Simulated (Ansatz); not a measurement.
The cluster Ag₂O. The state is a singlet with charge 0. Geometry PBE0-D4/def2-TZVP, that of the neutral singlet.

```xyz
3

Ag   -0.766    1.267    0.523
Ag    1.372   -0.741   -0.181
O    -0.606   -0.525   -0.342
```

In the def2 sets Ag takes a core potential; there is no spin–orbit coupling. The structure comes from a short search, and lower isomers may exist.

Problem. Estimate the orbital energies around the gap (eV) in Ansatz with PBE-D4/def2-TZVP, r2SCAN-D4/def2-TZVP, PBE0-D4/def2-TZVP.

Solution. 
```csv
orbital,PBE-D4/def2-TZVP,r2SCAN-D4/def2-TZVP,PBE0-D4/def2-TZVP
HOMO−5,-7.51,-7.70,-9.14
HOMO−4,-7.39,-7.61,-9.08
HOMO−3,-7.36,-7.58,-9.03
HOMO−2,-5.68,-5.67,-6.42
HOMO−1,-5.38,-5.40,-6.27
HOMO,-4.91,-5.00,-6.03
LUMO,-3.64,-3.36,-2.62
LUMO+1,-3.02,-2.71,-2.04
LUMO+2,-0.67,-0.32,0.06
LUMO+3,-0.41,-0.04,0.29
LUMO+4,0.33,0.75,1.01
LUMO+5,0.79,1.23,1.44
β HOMO,-4.91,-5.00,-6.03
β LUMO,-3.64,-3.36,-2.62
```
